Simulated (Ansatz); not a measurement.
`C#CBCO` + `CC1=CC1C` → `CBCO` + `C#CC1C=C1C`  (formal exchange of groups at a B–C bond)

Calculated with Ansatz (gas phase, PBE0-D4/def2-TZVP geometries, no zero-point term in ΔE). CCSD(T)/CBS adds triple-zeta CCSD(T) − MP2 to the extrapolated MP2 energy (def2 sets, frozen cores). Functionals use def2-TZVPP. B3LYP here is the variant with VWN-RPA as its local correlation; programs differ in this. Each species was taken in one conformer, which may not be the lowest.

```json
{"level": "r2SCAN-D4", "ΔE (kJ/mol)": "22.8", "difference from CCSD(T)/CBS": "-1.9"}
{"level": "PBE0-D4", "ΔE (kJ/mol)": "20.8", "difference from CCSD(T)/CBS": "-3.9"}
{"level": "ωB97X-V", "ΔE (kJ/mol)": "21.1", "difference from CCSD(T)/CBS": "-3.6"}
{"level": "ωB97M-V", "ΔE (kJ/mol)": "21.7", "difference from CCSD(T)/CBS": "-3.0"}
{"level": "B2PLYP", "ΔE (kJ/mol)": "23.8", "difference from CCSD(T)/CBS": "-0.9"}
{"level": "r2SCAN", "ΔE (kJ/mol)": "22.7", "difference from CCSD(T)/CBS": "-2.0"}
{"level": "B3LYP", "ΔE (kJ/mol)": "22.3", "difference from CCSD(T)/CBS": "-2.4"}
{"level": "HF/def2-TZVPP", "ΔE (kJ/mol)": "22.4", "difference from CCSD(T)/CBS": "-2.3"}
{"level": "HF/def2-QZVPP", "ΔE (kJ/mol)": "22.3", "difference from CCSD(T)/CBS": "-2.4"}
{"level": "HF/CBS(def2)", "ΔE (kJ/mol)": "22.3", "difference from CCSD(T)/CBS": "-2.4"}
{"level": "CCSD(T)/CBS", "ΔE (kJ/mol)": "24.7", "difference from CCSD(T)/CBS": "0"}
```

Largest T1 diagnostic among the species: 0.013.
